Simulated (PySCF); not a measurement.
Cl2GaH3Si, SMILES [Cl][Ga]([Cl])[SiH3].

Coordinates come from a B3LYP-D3(BJ)/def2-SVP optimisation. The structure was generated by enumeration; whether it is a known compound was not checked.

Two levels are set side by side: PBE/def2-TZVP (PySCF) and M06-2X/def2-TZVP (PySCF). Same geometry, gas phase. Differences are taken from unrounded values.

```tsv
quantity	PBE
orbital gap (eV)	4.45
highest occupied level (eV)	-7.27
lowest empty level (eV)	-2.82
dipole moment (D)	2.73
mean polarisability (bohr³)	86.4
```

Question: These are the PBE values. What does M06-2X give? (The exact figures need the calculation; the answer reports its results.)

Answer: 
```
quantity                     M06-2X  PBE minus M06-2X
---------------------------  ------  ----------------
orbital gap (eV)               7.99             -3.55
highest occupied level (eV)   -9.48              2.21
lowest empty level (eV)       -1.48             -1.34
dipole moment (D)              2.93             -0.20
mean polarisability (bohr³)    81.5               4.9
```

PBE's occupied levels lie high since its potential decays too fast outside the molecule; exact exchange lowers them and widens the gap. Loosely held outer electrons make PBE densities more polarisable. Differences between two approximate levels are no errors against the true value.

Rough cost on one machine, each run with all the roots and properties that it gave: M06-2X against PBE about 3 times.
